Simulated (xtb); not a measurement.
xtb input (GFN1-xTB):

```bash
xtb mol.xyz --gfn 1 --sp --chrg 0 --uhf 0
```
mol.xyz:
```
11

C      1.80656594    -0.07992923    -0.24679120
Si    -0.02454918    -0.00583127     0.01315256
O     -0.76911186     1.03031715    -1.03652801
O     -0.76621183    -1.44658996    -0.25843420
O     -0.23234157     0.42729227     1.58338397
H      2.27860565     0.87603881    -0.01034110
H      2.25290822    -0.83929150     0.39742828
H      2.04141092    -0.32968613    -1.28277775
H     -0.51560055     1.95596761    -1.02179364
H     -1.30129675    -1.51389686    -1.05300941
H     -1.11041240     0.32392548     1.95973091
```

Output:

```
           -------------------------------------------------
          |                Calculation Setup                |
           -------------------------------------------------

           -------------------------------------------------
          |                 G F N 1 - x T B                 |
           -------------------------------------------------

        Reference                      10.1021/acs.jctc.7b00118
      * Hamiltonian:
        H0-scaling (s, p, d)           1.850000    2.250000    2.000000
        zeta-weighting                 0.000000
      * Dispersion:
        s8                             2.400000
        a1                             0.630000
        a2                             5.000000
        s9                             0.000000
      * Repulsion:
        kExp                           1.500000
        rExp                           1.000000
      * Coulomb:
        alpha                          2.000000
        third order                    atomic
        anisotropic                    false
      * Halogen bond correction:
        rad-scale                      1.300000
        damping                        0.440000

          ...................................................
          :                      SETUP                      :
          :.................................................:
          :  # basis functions                  38          :
          :  # atomic orbitals                  37          :
          :  # shells                           23          :
          :  # electrons                        32          :
          :  # halogen bonds                     0          :
          :  max. iterations                   250          :
          :  Hamiltonian                  GFN1-xTB          :
          :  restarted?                      false          :
          :  GBSA solvation                  false          :
          :  PC potential                    false          :
          :  electronic temp.          300.0000000     K    :
          :  accuracy                    1.0000000          :
          :  -> integral cutoff          0.2500000E+02      :
          :  -> integral neglect         0.1000000E-07      :
          :  -> SCF convergence          0.1000000E-05 Eh   :
          :  -> wf. convergence          0.2000000E-04 e    :
          :  Broyden damping             0.4000000          :
          :  net charge                          0          :
          :  unpaired electrons                  0          :
          ...................................................

 iter      E             dE          RMSdq      gap      omega  full diag
   1    -21.6642115 -0.216642E+02  0.774E+00    8.31       0.0  T
   2    -21.6684027 -0.419114E-02  0.457E+00    8.25       1.0  T
   3    -21.6666603  0.174238E-02  0.441E-01    8.12       1.0  T
   4    -21.6694541 -0.279385E-02  0.160E-01    8.11       1.0  T
   5    -21.6695798 -0.125687E-03  0.258E-02    8.16       1.2  T
   6    -21.6695807 -0.892647E-06  0.689E-03    8.16       4.4  T
   7    -21.6695809 -0.165009E-06  0.112E-03    8.16      27.0  T
   8    -21.6695809 -0.240910E-08  0.197E-04    8.16     152.8  T
   9    -21.6695809 -0.710507E-10  0.131E-05    8.16    2295.6  T

   *** convergence criteria satisfied after 9 iterations ***

         #    Occupation            Energy/Eh            Energy/eV
      -------------------------------------------------------------
         1        2.0000           -0.7471046             -20.3298
       ...           ...                  ...                  ...
        10        2.0000           -0.5218918             -14.2014
        11        2.0000           -0.5131392             -13.9632
        12        2.0000           -0.4978995             -13.5485
        13        2.0000           -0.4905705             -13.3491
        14        2.0000           -0.4844751             -13.1832
        15        2.0000           -0.4796918             -13.0531
        16        2.0000           -0.4311173             -11.7313 (HOMO)
        17                         -0.1311451              -3.5686 (LUMO)
        18                         -0.1074130              -2.9229
        19                         -0.1025150              -2.7896
        20                         -0.0936805              -2.5492
        21                         -0.0587841              -1.5996
       ...                                ...                  ...
        37                          1.3248273              36.0504
      -------------------------------------------------------------
                  HL-Gap            0.2999721 Eh            8.1627 eV
             Fermi-level           -0.2811312 Eh           -7.6500 eV

 SCC (total)                   0 d,  0 h,  0 min,  0.009 sec
 SCC setup                      ...        0 min,  0.000 sec (  1.016%)
 Dispersion                     ...        0 min,  0.000 sec (  0.471%)
 classical contributions        ...        0 min,  0.000 sec (  0.199%)
 integral evaluation            ...        0 min,  0.002 sec ( 25.603%)
 iterations                     ...        0 min,  0.002 sec ( 25.345%)
 molecular gradient             ...        0 min,  0.004 sec ( 45.528%)
 printout                       ...        0 min,  0.000 sec (  1.700%)

         :::::::::::::::::::::::::::::::::::::::::::::::::::::
         ::                     SUMMARY                     ::
         :::::::::::::::::::::::::::::::::::::::::::::::::::::
         :: total energy             -21.508348628225 Eh    ::
         :: gradient norm              0.041059635595 Eh/a0 ::
         :: HOMO-LUMO gap              8.162656560931 eV    ::
         ::.................................................::
         :: SCC energy               -21.669580884279 Eh    ::
         :: -> electrostatic           0.117842209510 Eh    ::
         :: repulsion energy           0.164472122387 Eh    ::
         :: dispersion energy         -0.003239866333 Eh    ::
         :: halogen bond corr.         0.000000000000 Eh    ::
         :: add. restraining           0.000000000000 Eh    ::
         :: total charge              -0.000000000000 e     ::
         :::::::::::::::::::::::::::::::::::::::::::::::::::::

           -------------------------------------------------
          |                Property Printout                |
           -------------------------------------------------

    * Orbital Energies and Occupations

         #    Occupation            Energy/Eh            Energy/eV
      -------------------------------------------------------------
         1        2.0000           -0.7471046             -20.3298
       ...           ...                  ...                  ...
         4        2.0000           -0.6191131             -16.8469
         5        2.0000           -0.5974573             -16.2576
         6        2.0000           -0.5900707             -16.0566
         7        2.0000           -0.5851781             -15.9235
         8        2.0000           -0.5449480             -14.8288
         9        2.0000           -0.5303891             -14.4326
        10        2.0000           -0.5218918             -14.2014
        11        2.0000           -0.5131392             -13.9632
        12        2.0000           -0.4978995             -13.5485
        13        2.0000           -0.4905705             -13.3491
        14        2.0000           -0.4844751             -13.1832
        15        2.0000           -0.4796918             -13.0531
        16        2.0000           -0.4311173             -11.7313 (HOMO)
        17                         -0.1311451              -3.5686 (LUMO)
        18                         -0.1074130              -2.9229
Note: The following floating-point exceptions are signalling: IEEE_DENORMAL
normal termination of xtb
        19                         -0.1025150              -2.7896
        20                         -0.0936805              -2.5492
        21                         -0.0587841              -1.5996
        22                         -0.0545322              -1.4839
        23                          0.0190658               0.5188
        24                          0.0262704               0.7149
        25                          0.0573123               1.5595
        26                          0.1911877               5.2025
        27                          0.2126406               5.7862
       ...                                ...                  ...
        37                          1.3248273              36.0504
      -------------------------------------------------------------
                  HL-Gap            0.2999721 Eh            8.1627 eV
             Fermi-level           -0.2811312 Eh           -7.6500 eV

  Mulliken/CM5 charges         n(s)   n(p)   n(d)
     1C    -0.15069 -0.25424   0.983  3.168  0.000
     2Si    0.56706  0.47748   0.888  1.394  1.151
     3O    -0.53996 -0.71458   1.657  4.883  0.000
     4O    -0.52561 -0.69819   1.651  4.874  0.000
     5O    -0.52834 -0.70106   1.652  4.877  0.000
     6H     0.03235  0.08871   0.968  0.000  0.000
     7H     0.04284  0.09955   0.957  0.000  0.000
     8H     0.03076  0.08714   0.969  0.000  0.000
     9H     0.35137  0.53145   0.649  0.000  0.000
    10H     0.36113  0.54359   0.639  0.000  0.000
    11H     0.35908  0.54015   0.641  0.000  0.000

Wiberg/Mayer (AO) data.
largest (>0.10) Wiberg bond orders for each atom

 ---------------------------------------------------------------------------
     #   Z sym  total        # sym  WBO       # sym  WBO       # sym  WBO
 ---------------------------------------------------------------------------
     1   6 C    3.962 --     2 Si   1.037     8 H    0.954     6 H    0.952
                             7 H    0.951
     2  14 Si   5.060 --     4 O    1.294     5 O    1.283     3 O    1.256
                             1 C    1.037
     3   8 O    2.183 --     2 Si   1.256     9 H    0.847
     4   8 O    2.202 --     2 Si   1.294    10 H    0.837
     5   8 O    2.196 --     2 Si   1.283    11 H    0.836
     6   1 H    1.002 --     1 C    0.952
     7   1 H    1.001 --     1 C    0.951
     8   1 H    1.003 --     1 C    0.954
     9   1 H    0.884 --     3 O    0.847
    10   1 H    0.878 --     4 O    0.837
    11   1 H    0.879 --     5 O    0.836
 ---------------------------------------------------------------------------

Topologies differ in total number of bonds
Writing topology from bond orders to xtbtopo.mol

 dipole moment from electron density (au)
     X       Y       Z
  -0.4516   0.6717  -0.4363  total (Debye):    2.337

           -------------------------------------------------
          | TOTAL ENERGY              -21.508348628225 Eh   |
          | GRADIENT NORM               0.041059635595 Eh/α |
          | HOMO-LUMO GAP               8.162656560931 eV   |
           -------------------------------------------------

------------------------------------------------------------------------
------------------------------------------------------------------------
 total:
 SCF:
```
